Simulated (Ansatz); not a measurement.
Pulling on the In1–I4 bond in H2IIn (SMILES [InH2][I]) (multiplicity 1 held, fragments rigid). Energies count from the point at 2.700 Å.
Geometry at that point (charge 0, multiplicity 1):
```xyz
4

In    -0.72639    -1.13552     0.19956
H     -0.06962    -2.17410     1.39445
H     -2.11915    -1.24747    -0.79314
I      0.71286     1.11438    -0.19584
```

R- and RO- levels are restricted; in cc, def2 and unpolarised 6-31G sets they are followed outwards from rest. Active spaces are followed from a long bond inwards. Curves can end on different states.

Cores are frozen in the correlated methods. Filled d and f shells under p-block atoms count as core.

Run with Ansatz (Gaussian orbitals). Each number belongs to the level named beside it. In def2 rows elements past Kr take small-core potentials, without spin–orbit coupling.

Energies in kcal/mol.

```json
[
 {"R (Å)": "2.160", "R-HF/def2-TZVPP": "64.9", "R-r2SCAN/def2-TZVPP": "56.3", "R-B3LYP/def2-TZVPP": "60.2", "CASSCF(6,4)/def2-TZVPP": "65.7", "FIC-MRCISD on CASSCF(6,4)/def2-TZVPP": "64.5", "FIC-MRCISD+Q on CASSCF(6,4)/def2-TZVPP": "64.9"},
 {"R (Å)": "2.430", "R-HF/def2-TZVPP": "11.4", "R-r2SCAN/def2-TZVPP": "8.7", "R-B3LYP/def2-TZVPP": "10.3", "CASSCF(6,4)/def2-TZVPP": "12.2", "FIC-MRCISD on CASSCF(6,4)/def2-TZVPP": "11.4", "FIC-MRCISD+Q on CASSCF(6,4)/def2-TZVPP": "11.5"},
 {"R (Å)": "2.700", "R-HF/def2-TZVPP": "0.0", "R-r2SCAN/def2-TZVPP": "0.0", "R-B3LYP/def2-TZVPP": "0.0", "CASSCF(6,4)/def2-TZVPP": "0.0", "FIC-MRCISD on CASSCF(6,4)/def2-TZVPP": "0.0", "FIC-MRCISD+Q on CASSCF(6,4)/def2-TZVPP": "0.0"},
 {"R (Å)": "2.970", "R-HF/def2-TZVPP": "5.4", "R-r2SCAN/def2-TZVPP": "6.4", "R-B3LYP/def2-TZVPP": "5.1", "CASSCF(6,4)/def2-TZVPP": "4.4", "FIC-MRCISD on CASSCF(6,4)/def2-TZVPP": "5.1", "FIC-MRCISD+Q on CASSCF(6,4)/def2-TZVPP": "5.1"},
 {"R (Å)": "3.240", "R-HF/def2-TZVPP": "16.7", "R-r2SCAN/def2-TZVPP": "17.7", "R-B3LYP/def2-TZVPP": "15.4", "CASSCF(6,4)/def2-TZVPP": "14.6", "FIC-MRCISD on CASSCF(6,4)/def2-TZVPP": "16.0", "FIC-MRCISD+Q on CASSCF(6,4)/def2-TZVPP": "16.0"},
 {"R (Å)": "3.645", "R-HF/def2-TZVPP": "35.6", "R-r2SCAN/def2-TZVPP": "35.4", "R-B3LYP/def2-TZVPP": "32.1", "CASSCF(6,4)/def2-TZVPP": "31.5", "FIC-MRCISD on CASSCF(6,4)/def2-TZVPP": "34.0", "FIC-MRCISD+Q on CASSCF(6,4)/def2-TZVPP": "34.0"},
 {"R (Å)": "4.050", "R-HF/def2-TZVPP": "52.6", "R-r2SCAN/def2-TZVPP": "50.3", "R-B3LYP/def2-TZVPP": "46.5", "CASSCF(6,4)/def2-TZVPP": "46.3", "FIC-MRCISD on CASSCF(6,4)/def2-TZVPP": "49.7", "FIC-MRCISD+Q on CASSCF(6,4)/def2-TZVPP": "49.8"},
 {"R (Å)": "4.725", "R-HF/def2-TZVPP": "74.6", "R-r2SCAN/def2-TZVPP": "67.3", "R-B3LYP/def2-TZVPP": "63.2", "CASSCF(6,4)/def2-TZVPP": "61.7", "FIC-MRCISD on CASSCF(6,4)/def2-TZVPP": "67.3", "FIC-MRCISD+Q on CASSCF(6,4)/def2-TZVPP": "68.0"},
 {"R (Å)": "5.400", "R-HF/def2-TZVPP": "89.8", "R-r2SCAN/def2-TZVPP": "76.8", "R-B3LYP/def2-TZVPP": "73.1", "CASSCF(6,4)/def2-TZVPP": "66.9", "FIC-MRCISD on CASSCF(6,4)/def2-TZVPP": "74.0", "FIC-MRCISD+Q on CASSCF(6,4)/def2-TZVPP": "75.1"},
 {"R (Å)": "6.210", "R-HF/def2-TZVPP": "102.0", "R-r2SCAN/def2-TZVPP": "82.4", "R-B3LYP/def2-TZVPP": "79.4", "CASSCF(6,4)/def2-TZVPP": "68.2", "FIC-MRCISD on CASSCF(6,4)/def2-TZVPP": "75.7", "FIC-MRCISD+Q on CASSCF(6,4)/def2-TZVPP": "76.8"},
 {"R (Å)": "7.290", "R-HF/def2-TZVPP": "112.0", "R-r2SCAN/def2-TZVPP": "85.5", "R-B3LYP/def2-TZVPP": "83.5", "CASSCF(6,4)/def2-TZVPP": "68.4", "FIC-MRCISD on CASSCF(6,4)/def2-TZVPP": "76.0", "FIC-MRCISD+Q on CASSCF(6,4)/def2-TZVPP": "77.2"},
 {"R (Å)": "8.640", "R-HF/def2-TZVPP": "119.4", "R-r2SCAN/def2-TZVPP": "87.0", "R-B3LYP/def2-TZVPP": "85.9", "CASSCF(6,4)/def2-TZVPP": "68.5", "FIC-MRCISD on CASSCF(6,4)/def2-TZVPP": "76.0", "FIC-MRCISD+Q on CASSCF(6,4)/def2-TZVPP": "77.3"}
]
```

Doubts at one or more of the structures used: a restricted determinant that unrestricted orbitals would lower (R-HF/def2-TZVPP, R-r2SCAN/def2-TZVPP, R-B3LYP/def2-TZVPP); active orbitals that take no part (CASSCF(6,4)/def2-TZVPP, FIC-MRCISD on CASSCF(6,4)/def2-TZVPP, FIC-MRCISD+Q on CASSCF(6,4)/def2-TZVPP).

Ansatz is an electronic-structure program.
